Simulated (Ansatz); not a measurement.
Spectroscopic constants of ZrN, multiplicity 2 (the spin of the measured ground state). No spin–orbit coupling.

D_e counts from the fitted minimum to each atom's lowest state at the same level, without counterpoise. The lowest state of Zr differs between levels (2S+1 = 3, 5).

Programs: Ansatz (Gaussian orbitals). Values without a source in brackets are computed. In def2 rows elements past Kr take small-core potentials, without spin–orbit coupling.

Question: One of these levels gives 133.69 kcal/mol for the bond energy D_e. Which one is it?
(A) BHLYP/def2-TZVPP
(B) SVWN5/def2-TZVPP
(C) r2SCAN/def2-TZVPP

Answer: C, r2SCAN/def2-TZVPP. The others give 182.16 (SVWN5/def2-TZVPP), 111.55 (BHLYP/def2-TZVPP)

Ansatz is a program for electronic structure.
